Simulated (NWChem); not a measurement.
All runs are NWChem calculations. System: H$_{2}$BrGa, charge 0, spin multiplicity 1, at a geometry optimised with B3LYP/def2-SVP. The structure started from a generated list of species. Level: EOM-CCSD/def2-SVPD, 18 core orbitals frozen.

Input file:

```
start mol
memory heap 100 mb stack 700 mb global 1900 mb
geometry units angstroms nocenter noautoz
  Ga     0.000000     0.000000    -1.172099
  H     -1.409640     0.000000    -1.844759
  H      1.409640     0.000000    -1.844759
  Br     0.000000     0.000000     1.143559
  symmetry group C2v
end
basis spherical
  * library def2-svpd
end
scf
  rhf
  nopen 0
  maxiter 100
  thresh 1e-7
  semidirect memsize 60000000 filesize 0
end
tce
  freeze core 18
  ccsd
  nroots 1
  2eorb
  2emet 13
  thresh 1e-5
  maxiter 200
  tilesize 24
end
task tce energy
```

Output (cleaned and shortened):

```
             Northwest Computational Chemistry Package (NWChem) 7.3.0
             --------------------------------------------------------

                                NWChem Input Module
                                -------------------

 Scaling coordinates for geometry "geometry" by  1.889725989
 (inverse scale =  0.529177249)

 Turning off AUTOSYM since
 SYMMETRY directive was detected!

                             Geometry "geometry" -> ""
                             -------------------------

 Output coordinates in angstroms (scale by  1.889725989 to convert to a.u.)

  No.       Tag          Charge          X              Y              Z
 ---- ---------------- ---------- -------------- -------------- --------------
    1 Ga                  31.0000     0.00000000     0.00000000    -1.17209900
    2 H                    1.0000    -1.40964000     0.00000000    -1.84475900
    3 H                    1.0000     1.40964000     0.00000000    -1.84475900
    4 Br                  35.0000     0.00000000     0.00000000     1.14355900

 Effective nuclear repulsion energy (a.u.)     280.3500726920

            Nuclear Dipole moment (a.u.)
            ----------------------------
        X                 Y               Z
 ---------------- ---------------- ----------------
     0.0000000000     0.0000000000    -0.0000415740

      Symmetry information
      --------------------

 Group name             C2v
 Group number             16
 Group order               4
 No. of unique centers     3

      Symmetry unique atoms

     1    2    4


 Summary of "ao basis" -> "" (spherical)
 ------------------------------------------------------------------------------
       Tag                 Description            Shells   Functions and Types
 ---------------- ------------------------------  ------  ---------------------
 *                         def2-svpd                  on all atoms

 Summary of "ao basis" -> "ao basis" (spherical)
 ------------------------------------------------------------------------------
       Tag                 Description            Shells   Functions and Types
 ---------------- ------------------------------  ------  ---------------------
 Ga                        def2-svpd                14       38   6s4p4d
 H                         def2-svpd                 4        8   2s2p
 Br                        def2-svpd                15       41   6s5p4d

                                 NWChem SCF Module
                                 -----------------

  ao basis        = "ao basis"
  functions       =    95
  atoms           =     4
  closed shells   =    34
  open shells     =     0
  charge          =   0.00
  wavefunction    = RHF
  use symmetry    = T
  symmetry adapt  = T

 Summary of "ao basis" -> "ao basis" (spherical)
 ------------------------------------------------------------------------------
       Tag                 Description            Shells   Functions and Types
 ---------------- ------------------------------  ------  ---------------------
 Ga                        def2-svpd                14       38   6s4p4d
 H                         def2-svpd                 4        8   2s2p
 Br                        def2-svpd                15       41   6s5p4d

      Symmetry analysis of basis
      --------------------------

        a1         43
        a2         10
        b1         23
        b2         19

 Forming initial guess at       0.1s

      Superposition of Atomic Density Guess
      -------------------------------------

 Sum of atomic energies:       -4496.06285854

      Non-variational initial energy
      ------------------------------

 Total energy =   -4496.343412
 1-e energy   =   -6826.615809
 2-e energy   =    2049.922325
 HOMO         =      -0.343202
 LUMO         =      -0.006835

      Symmetry analysis of molecular orbitals - initial
      -------------------------------------------------

  Numbering of irreducible representations:

     1 a1          2 a2          3 b1          4 b2

  Orbital symmetries:

     1 a1          2 a1          3 a1          4 a1          5 b1
     6 b2          7 a1          8 b1          9 a1         10 b2
    11 a1         12 a1         13 b1         14 b2         15 a1
    16 b1         17 a1         18 b2         19 a1         20 b1
    21 b2         22 a1         23 a2         24 a1         25 b1
    26 a1         27 a2         28 b2         29 a1         30 a1
    31 b1         32 a1         33 b2         34 b1         35 b2
    36 a1         37 a1         38 a1         39 a1         40 b1
    41 b2         42 a2         43 b1         44 b2

 Starting SCF solution at       0.7s

 ----------------------------------------------
         Quadratically convergent ROHF

 Convergence threshold     :          1.000E-07
 Maximum no. of iterations :          100
 Final Fock-matrix accuracy:          1.000E-09
 ----------------------------------------------

              iter       energy          gnorm     gmax       time
             ----- ------------------- --------- --------- --------
                 1    -4496.2895875458  5.03D-01  1.22D-01      0.7
                 2    -4496.3142710196  2.01D-01  4.96D-02      0.8
                 3    -4496.3172534220  1.23D-02  2.51D-03      0.8
                 4    -4496.3172686085  1.32D-04  3.13D-05      0.9
                 5    -4496.3172686115  4.52D-09  9.91D-10      1.1

       Final RHF  results
       ------------------

         Total SCF energy =  -4496.317268611470
      One-electron energy =  -6827.786195969266
      Two-electron energy =   2051.118854665767
[...]
 EOMCCSD SOLVER TYPE  1
  maxdiff =   0.43297224750114716

 No. of initial right vectors    1

 EOM-CCSD right-hand side iterations
 --------------------------------------------------------------
      Residuum       Omega / hartree  Omega / eV    Cpu    Wall
 --------------------------------------------------------------

 Iteration   1 using    1 trial vectors
   0.4477187361704   0.2992766048941    8.14373     0.9     0.9

 Iteration   2 using    2 trial vectors
   0.1196389715290   0.2019901698049    5.49643     0.6     0.6

 Iteration   3 using    3 trial vectors
   0.0585065689815   0.1948017364353    5.30083     0.6     0.6

 Iteration   4 using    4 trial vectors
   0.0292485930245   0.1923441851124    5.23395     0.6     0.6

 Iteration   5 using    5 trial vectors
   0.0207011585368   0.1911754559275    5.20215     0.6     0.6

 Iteration   6 using    6 trial vectors
   0.0150352299849   0.1906735878789    5.18849     0.6     0.6

 Iteration   7 using    7 trial vectors
   0.0113715138176   0.1905705057752    5.18569     0.6     0.6

 Iteration   8 using    8 trial vectors
   0.0062364598206   0.1904752135964    5.18310     0.6     0.6

 Iteration   9 using    9 trial vectors
   0.0030955813579   0.1904778334925    5.18317     0.6     0.6

 Iteration  10 using   10 trial vectors
   0.0012643308954   0.1904617798370    5.18273     0.6     0.6

 Iteration  11 using   11 trial vectors
   0.0005418766308   0.1904555125422    5.18256     0.6     0.6

 Iteration  12 using   12 trial vectors
   0.0002270167583   0.1904555299532    5.18256     0.6     0.6

 Iteration  13 using   13 trial vectors
   0.0001044284142   0.1904554578743    5.18256     0.6     0.6

 Iteration  14 using   14 trial vectors
   0.0000404284067   0.1904553241709    5.18256     0.6     0.6

 Iteration  15 using   15 trial vectors
   0.0000150346520   0.1904554305243    5.18256     0.6     0.6

 Iteration  16 using   16 trial vectors
   0.0000053480753   0.1904554343429    5.18256     0.6     0.6
 --------------------------------------------------------------
 Iterations converged
 ------------------

 Excited state root  1
 Excitation energy / hartree =        0.190455434342863
                   / eV      =        5.182558263301193
 largest EOMCCSD amplitudes: R1 and R2

 Singles contributions
    35b2  (alpha) ---    31b1  (alpha)       -0.2068372933
    35b2  (alpha) ---    34b1  (alpha)        0.8802212464
    41b2  (alpha) ---    34b1  (alpha)       -0.1247684690
    44b2  (alpha) ---    34b1  (alpha)        0.1344940840

 Doubles contributions

 =========================================
 Excited-state calculation ( b1  symmetry)
 =========================================
 Dim. of EOMCC iter. space      500

 EOMCCSD SOLVER TYPE  1
  maxdiff =   0.45627135916667860

 No. of initial right vectors    1

 EOM-CCSD right-hand side iterations
 --------------------------------------------------------------
      Residuum       Omega / hartree  Omega / eV    Cpu    Wall
 --------------------------------------------------------------

 Iteration   1 using    1 trial vectors
   0.3891493524363   0.3786490065439   10.30357     0.8     0.8

 Iteration   2 using    2 trial vectors
   0.1088873847144   0.3007080725031    8.18269     0.6     0.6

 Iteration   3 using    3 trial vectors
   0.0698644867000   0.2953328419802    8.03642     0.6     0.6

 Iteration   4 using    4 trial vectors
   0.0519377550389   0.2914415313669    7.93053     0.6     0.6

 Iteration   5 using    5 trial vectors
   0.0448564918093   0.2878042966407    7.83156     0.6     0.6

 Iteration   6 using    6 trial vectors
   0.0377460733514   0.2854952594634    7.76872     0.6     0.6

 Iteration   7 using    7 trial vectors
   0.0547886238214   0.2830131720414    7.70118     0.6     0.6

 Iteration   8 using    8 trial vectors
   0.0842297233620   0.2761499780476    7.51443     0.6     0.6

 Iteration   9 using    9 trial vectors
   0.0940161167370   0.2667803343690    7.25947     0.6     0.6

 Iteration  10 using   10 trial vectors
   0.0667897049862   0.2602212293443    7.08098     0.7     0.7

 Iteration  11 using   11 trial vectors
   0.0434941539965   0.2563243599444    6.97494     0.6     0.6

 Iteration  12 using   12 trial vectors
   0.0412248107959   0.2541427912036    6.91558     0.6     0.6

 Iteration  13 using   13 trial vectors
   0.0200902117913   0.2531416472807    6.88834     0.6     0.6

 Iteration  14 using   14 trial vectors
   0.0095938647486   0.2528555184335    6.88055     0.7     0.7

 Iteration  15 using   15 trial vectors
   0.0064786196163   0.2527690340359    6.87820     0.7     0.7

 Iteration  16 using   16 trial vectors
   0.0048450670658   0.2527529787224    6.87776     0.6     0.6

 Iteration  17 using   17 trial vectors
   0.0027659272166   0.2527247877529    6.87699     0.7     0.7

 Iteration  18 using   18 trial vectors
   0.0015379799131   0.2527188609785    6.87683     0.7     0.7

 Iteration  19 using   19 trial vectors
   0.0008912800680   0.2527202422423    6.87687     0.7     0.7

 Iteration  20 using   20 trial vectors
   0.0005241494324   0.2527171074894    6.87679     0.7     0.7

 Iteration  21 using   21 trial vectors
   0.0002998782490   0.2527170413306    6.87678     0.7     0.7

 Iteration  22 using   22 trial vectors
   0.0001760822431   0.2527172298449    6.87679     0.7     0.7

 Iteration  23 using   23 trial vectors
   0.0001014139704   0.2527164349753    6.87677     0.7     0.7

 Iteration  24 using   24 trial vectors
   0.0000507865898   0.2527163089101    6.87676     0.7     0.7

 Iteration  25 using   25 trial vectors
   0.0000217651164   0.2527163660784    6.87677     0.7     0.7

 Iteration  26 using   26 trial vectors
   0.0000099500303   0.2527163122601    6.87676     0.6     0.6
 --------------------------------------------------------------
 Iterations converged
 ------------------

 Excited state root  1
 Excitation energy / hartree =        0.252716312260100
                   / eV      =        6.876763673840858
 largest EOMCCSD amplitudes: R1 and R2

 Singles contributions
    37a1  (alpha) ---    34b1  (alpha)       -0.8323028648
    39a1  (alpha) ---    34b1  (alpha)       -0.1681944280
    45a1  (alpha) ---    34b1  (alpha)        0.2810135513
    46a1  (alpha) ---    34b1  (alpha)        0.1424802843
    49a1  (alpha) ---    34b1  (alpha)       -0.1017017094

 Doubles contributions

 =========================================
 Excited-state calculation ( b2  symmetry)
 =========================================
 Dim. of EOMCC iter. space      500

 EOMCCSD SOLVER TYPE  1
  maxdiff =   0.47271320554685747

 No. of initial right vectors    1

 EOM-CCSD right-hand side iterations
 --------------------------------------------------------------
      Residuum       Omega / hartree  Omega / eV    Cpu    Wall
 --------------------------------------------------------------

 Iteration   1 using    1 trial vectors
   0.3853150289653   0.3992776207795   10.86490     0.8     0.8

 Iteration   2 using    2 trial vectors
   0.1007663106037   0.3218165922015    8.75708     0.6     0.6

 Iteration   3 using    3 trial vectors
   0.0728785016945   0.3160950736744    8.60139     0.6     0.6

 Iteration   4 using    4 trial vectors
   0.0560003724455   0.3110191225931    8.46326     0.6     0.6

 Iteration   5 using    5 trial vectors
   0.0601714047486   0.3066125261805    8.34335     0.6     0.6

 Iteration   6 using    6 trial vectors
   0.0612343441109   0.3021926870019    8.22308     0.6     0.6

 Iteration   7 using    7 trial vectors
   0.1000063809115   0.2944442013214    8.01224     0.6     0.6

 Iteration   8 using    8 trial vectors
   0.0874007527857   0.2803959358871    7.62996     0.6     0.6

 Iteration   9 using    9 trial vectors
   0.0722200634394   0.2727400437975    7.42164     0.6     0.6

 Iteration  10 using   10 trial vectors
   0.0473873448268   0.2689188026119    7.31766     0.6     0.6

 Iteration  11 using   11 trial vectors
   0.0400643112399   0.2664128918010    7.24947     0.6     0.6

 Iteration  12 using   12 trial vectors
   0.0514785556928   0.2642430695407    7.19042     0.6     0.6

 Iteration  13 using   13 trial vectors
   0.0568698214402   0.2608879693952    7.09913     0.6     0.6

 Iteration  14 using   14 trial vectors
   0.1039889395783   0.2528994997296    6.88175     0.6     0.6

 Iteration  15 using   15 trial vectors
   0.0785935469328   0.2405647062842    6.54610     0.6     0.6

 Iteration  16 using   16 trial vectors
   0.0281659941194   0.2379173585283    6.47406     0.6     0.6

 Iteration  17 using   17 trial vectors
   0.0124337759888   0.2376163391009    6.46587     0.6     0.6

 Iteration  18 using   18 trial vectors
   0.0068645273594   0.2374854372929    6.46231     0.6     0.6

 Iteration  19 using   19 trial vectors
   0.0036738011677   0.2374409410642    6.46110     0.6     0.6

 Iteration  20 using   20 trial vectors
   0.0019167186471   0.2374420521122    6.46113     0.6     0.6

 Iteration  21 using   21 trial vectors
   0.0008631650010   0.2374329353772    6.46088     0.6     0.6

 Iteration  22 using   22 trial vectors
   0.0003482935668   0.2374298851422    6.46080     0.7     0.7

 Iteration  23 using   23 trial vectors
   0.0001601922563   0.2374318502507    6.46085     0.7     0.7

 Iteration  24 using   24 trial vectors
   0.0000776773944   0.2374314208439    6.46084     0.7     0.7

 Iteration  25 using   25 trial vectors
   0.0000330220440   0.2374312760106    6.46084     0.7     0.7

 Iteration  26 using   26 trial vectors
   0.0000156284887   0.2374313445570    6.46084     0.7     0.7

 Iteration  27 using   27 trial vectors
   0.0000070718528   0.2374313046791    6.46084     0.6     0.6
 --------------------------------------------------------------
 Iterations converged
 ------------------

 Excited state root  1
 Excitation energy / hartree =        0.237431304679117
                   / eV      =        6.460837278163239
 largest EOMCCSD amplitudes: R1 and R2

 Singles contributions
    37a1  (alpha) ---    33b2  (alpha)        0.1005992883
    35b2  (alpha) ---    32a1  (alpha)       -0.8921950360
    41b2  (alpha) ---    32a1  (alpha)        0.1313235770
    44b2  (alpha) ---    32a1  (alpha)       -0.1375875899

 Doubles contributions

 Task  times  cpu:       72.0s     wall:       72.0s

 Total times  cpu:       72.0s     wall:       72.0s
```
